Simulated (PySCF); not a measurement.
A side-by-side comparison of computed properties.

First species: C5H4F3NO.
SMILES: `NC(=O)/C=C/C(F)=C(F)F`

Second species: C7H4F2O.
SMILES: `O=C(F)c1ccccc1F`

Levels: PBE0/def2-SVPD for dipole moment, HOMO energy, LUMO energy, HOMO–LUMO gap, static isotropic polarisability and electronic spatial extent ⟨r²⟩ about the centre of nuclear charge; TDDFT PBE0/def2-SVPD for lowest singlet excitation; TDA PBE0/def2-SVPD for lowest triplet excitation (Tamm–Dancoff); GFN2-xTB for rotational constant A and rotational constant C. Geometries: GFN2-xTB. Each structure is a single optimised conformer of the isolated species, non-relativistic unless stated. Electronic properties by PySCF.

The conformers computed, where there is a choice (atom-mapped SMILES and torsion angles):
- `[NH2:1][C:2](=[O:3])/[CH:4]=[CH:5]/[C:6]([F:7])=[C:8]([F:9])[F:10]`: N1–C2–C4–C5 180°, C4–C5–C6–F7 0°, H–N1–C2–O3 0°, H–N1–C2–O3 180°
- `[O:1]=[C:2]([F:3])[c:4]1[cH:5][cH:6][cH:7][cH:8][c:9]1[F:10]`: O1–C2–C4–C5 0°

(1) Which of the two has the higher T1 energy, and by how much?

(2) Which has the higher S1 energy?

(3) Which of the two has the higher HOMO–LUMO gap, and by how much?

(4) Which of the two has the higher HOMO energy, and by how much?

(5) Which has the higher ⟨r²⟩?

(6) Which of the two has the higher dipole moment, and by how much?

(7) Which has the higher rotational constant A?

(8) Which of the two has the higher LUMO energy, and by how much?

Results:

(1) The second: 3.77 eV against 2.82 eV, a difference of 0.95 eV.

(2) The second: 4.82 eV against 4.22 eV, a difference of 0.60 eV.

(3) The second: 5.77 eV against 5.25 eV, a difference of 0.52 eV.

(4) The first: -7.29 eV against -8.01 eV, a difference of 0.72 eV.

(5) The first: 2032 bohr² against 1315 bohr², a difference of 717 bohr².

(6) The second: 4.68 D against 3.13 D, a difference of 1.55 D.

(7) The first: 3.185 GHz against 2.322 GHz, a difference of 0.863 GHz.

(8) The first: -2.04 eV against -2.24 eV, a difference of 0.20 eV.

On the first: In wavenumbers S1 is 34100 cm⁻¹ (1 eV = 8065.54 cm⁻¹). The polarisability is 12.60 Å³ as a volume (1 au = 0.148185 Å³), or 1.12 au for each of the 76 electrons.

On the second: In atomic units the dipole is 1.84 e·bohr (1 au = 2.5417 D). The principal polarisabilities are 47.6, 91.4 and 110.7 au; their mean is the isotropic value.
